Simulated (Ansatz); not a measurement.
`[Br][Al]1[O][SiH2]1` + H₂O → `[OH][Al]1[O][SiH2]1` + HBr  (formal hydrolysis of the Al–Br bond)

Isolated molecules relaxed with PBE0-D4/def2-TZVP in Ansatz; ΔE leaves out vibrations. CCSD(T)/CBS adds triple-zeta CCSD(T) − MP2 to the extrapolated MP2 energy (def2 sets, frozen cores). This one scheme is used for every species. Functionals use def2-TZVPP. For Br outer-core shells are correlated without core-valence functions, which leaves a few kJ/mol of doubt a bond. Scalar relativity is left out up to krypton. Each species was taken in one conformer, which may not be the lowest.

```json
{"level": "PBE0-D4", "ΔE (eV)": "0.36"}
{"level": "BLYP", "ΔE (eV)": "0.20"}
{"level": "MP2/CBS(def2)", "ΔE (eV)": "0.36"}
{"level": "CCSD/CBS(def2)", "ΔE (eV)": "0.33"}
```

(1) What does CCSD(T)/CBS give? (Estimate.)

Largest T1 diagnostic among the species: 0.015.

Answers

(1) Ansatz gave: +0.34 eV. The listed levels differ from it by 0.02, -0.14, 0.02, -0.01 eV.

Leaving LDA and LC-ωPBE aside and taking each functional with its dispersion term where it has one, the values, not all of them listed here, spread over 0.15 eV, from CAM-B3LYP-D4 to HSE06-D4. LDA lies −0.06 eV from PBE without D4. From r2SCAN to r2SCAN0 (25 % exact exchange), in def2-TZVPP and without D4, ΔE moves by +0.04 eV. At CCSD(T), def2-SVP lies −0.10 eV from the extrapolated value and def2-TZVPP −0.05 eV.
